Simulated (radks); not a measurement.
The numbers below are computed, except where a source is named.
Ta IX, 65 electrons, occupied as [Kr] 4d10 4f13 5s2 5p4. Code: a radial shooting solver on a logarithmic mesh with Libxc functionals. Model: Dirac Kohn-Sham, PBE, spin-unpolarised, spherical densities, point nucleus; open shells fill j = l - 1/2 first.

Spin-orbit splittings of the eigenvalues, e(l+1/2) - e(l-1/2), with zeta = 2 splitting/(2l+1) and mean radii in bohr:

| shell | occ. | splitting (eV) | zeta (eV) | <r> j=l-1/2 | <r> j=l+1/2 |
|---|---|---|---|---|---|
| 2p | 6 | 1270 | 846.9 | 0.06487 | 0.07271 |
| 3p | 6 | 273.5 | 182.4 | 0.1942 | 0.2088 |
| 3d | 10 | 59.57 | 23.83 | 0.1829 | 0.1874 |
| 4p | 6 | 63.28 | 42.18 | 0.4635 | 0.4961 |
| 4d | 10 | 11.69 | 4.676 | 0.5135 | 0.5246 |
| 4f | 13 | 2.127 | 0.6076 | 0.5968 | 0.6043 |
| 5p | 4 | 11.18 | 7.454 | 1.116 | 1.187 |
